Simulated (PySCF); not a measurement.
# Mo(OH)₂, quintet: molecular constants

Level of theory: UPBE0/[Mo def2-SVP with ECP28, O def2-SVP, H def2-SVP], scalar-relativistic core potentials, density fitting, no spin–orbit coupling, PySCF.

The structure is a minimum.

Coordinates in bohr (charge 0 multiplicity 5):
```
Mo    0.0000    0.0000   -0.3294
O     3.3765    0.0161    0.9006
O    -3.3765   -0.0161    0.9006
H     4.1811   -1.4387    1.6535
H    -4.1811    1.4387    1.6535
```

```json
{"Point group": "C2", "Bond lengths": "Mo–O 1.902 Å (×2), O–H 0.966 Å (×2)", "Bond angles": "H–O–Mo 123.5° (×2), O–Mo–O 140.0°", "Rotational symmetry number": "2", "Spin squared ⟨S²⟩": "6.016", "Dipole moment": "0.33 D", "Lowest empty level (β)": "-1.72 eV", "Entropy at 298.15 K and 1 bar (electronic part: spin only)": "303.0 J/(mol K)", "Enthalpy at 298.15 K above 0 K": "14.72 kJ/mol", "Zero-point energy": "67.5 kJ/mol", "Heat capacity Cp at 298.15 K": "68.7 J/(mol K)", "Principal quadrupole moments (Buckingham, traceless) about the centre of mass": "-10.79, 0.84, 9.94 D Å", "Atomisation energy without zero-point energy": "1634 kJ/mol", "Highest occupied level (α)": "-5.44 eV", "Principal polarisabilities": "47.2, 48.4, 53.3 bohr³", "Rotational constants": "1.309, 0.149, 0.1361 cm⁻¹"}
```

Harmonic modes (masses in u: Mo 97.905, O 15.995, H 1.008):
| symmetry | ω (cm⁻¹) | IR (km/mol) | μ (u) |
| --- | --- | --- | --- |
| a | 123 | 0.0 | 6.06 |
| b | 367 | 33.3 | 1.25 |
| a | 439 | 165 | 1.11 |
| b | 605 | 288 | 1.11 |
| a | 664 | 16.1 | 2.08 |
| a | 685 | 23.8 | 2.02 |
| b | 693 | 195 | 10.96 |
| b | 3853 | 153 | 1.07 |
| a | 3854 | 51.9 | 1.07 |

In C2 the vibrations span 5a + 4b.

Charges (e):
```json
{"atom": "Mo1", "Mulliken": "0.55", "Löwdin": "0.15", "polar tensor": "0.98", "spin (Mulliken)": "4.04", "Mayer order to Mo1": "–"}
{"atom": "O2,3", "Mulliken": "-0.48", "Löwdin": "-0.17", "polar tensor": "-0.79", "spin (Mulliken)": "-0.04", "Mayer order to Mo1": "1.16"}
{"atom": "H4,5", "Mulliken": "0.20", "Löwdin": "0.10", "polar tensor": "0.29", "spin (Mulliken)": "0.02", "Mayer order to Mo1": "0.03"}
```
Other Mayer orders above 0.3: O–H 0.94 (×2).

Mulliken populations on Mo1 (electrons outside its core potential): s 2.68, p 6.31, d 4.42, f 0.03.

Only a few start shapes were tried, so a lower isomer may exist. With open d or f shells other occupations or spin states may lie lower.

The final relaxation and frequency run took 91 s on 2 threads of a shared Arm Neoverse N1 host, with 69 basis functions and 15 gradients; the process peaked at 0.98 GiB.
